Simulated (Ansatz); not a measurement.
`C=NB(F)Cl` + CH₃SH → `CSB(F)Cl` + `C=N` at 400 K and 1 bar (ligand exchange at a B–N bond).

Gas-phase electronic energies from Ansatz, PBE0-D4/def2-TZVP geometries. CBS: MP2 limit from def2 TZ/QZ plus the TZ coupled-cluster correction, frozen cores. This one scheme is used for every species. Each species was taken in one conformer, which may not be the lowest.

```csv
species,CCSD(T)/CBS energy (Eh),H − E (kJ/mol),S (J/(mol·K))
`C=NB(F)Cl`,-678.42235,128.3,343.0
CH₃SH,-438.22835,138.7,269.4
`CSB(F)Cl`,-1022.12842,153.7,371.0
`C=N`,-94.52360,119.4,238.9
```

H − E and S are ideal-gas, rigid-rotor, harmonic terms from PBE0-D4/def2-TZVP, for one conformer and one mirror image of each species. 1 Eh = 2625.50 kJ/mol, R = 8.31446 J/(mol·K).

Task: By hand: ΔE, ΔH, ΔS and ΔG.

Result: ΔE = (-1022.12842) + (-94.52360) − (-678.42235) − (-438.22835) = -0.00132 Eh = -3.5 kJ/mol. Δ(H − E) = 153.7 + 119.4 − 128.3 − 138.7 = 6.1, so ΔH = 2.6 kJ/mol. ΔS = 371.0 + 238.9 − 343.0 − 269.4 = -2.5 J/(mol·K). ΔG = 2.6 − 400 × (-2.5)/1000 = 3.6 kJ/mol.

Task: By hand: the equilibrium constant, and the temperature at which ΔG would vanish if ΔH and ΔS stayed fixed.

Result: log₁₀ K = −ΔG/(RT ln 10) = -0.5. ΔH and −TΔS have one sign here, so there is no such temperature.

TΔS isn't small against ΔH here. The sign of ΔG lies within the doubt. A doubt of 5 kJ/mol in ΔE shifts log₁₀ K by 0.7 here. Other conformers and mirror images would add mixing entropy, several J/(mol·K) or more a flexible species. These are equilibria of isolated gas molecules and say nothing of rates. Largest T1 diagnostic: 0.013 (customary marks: 0.02 for closed shells, 0.045 for open ones).

ΔS is within the doubt of such terms, so its sign, and with it that verdict, could turn.
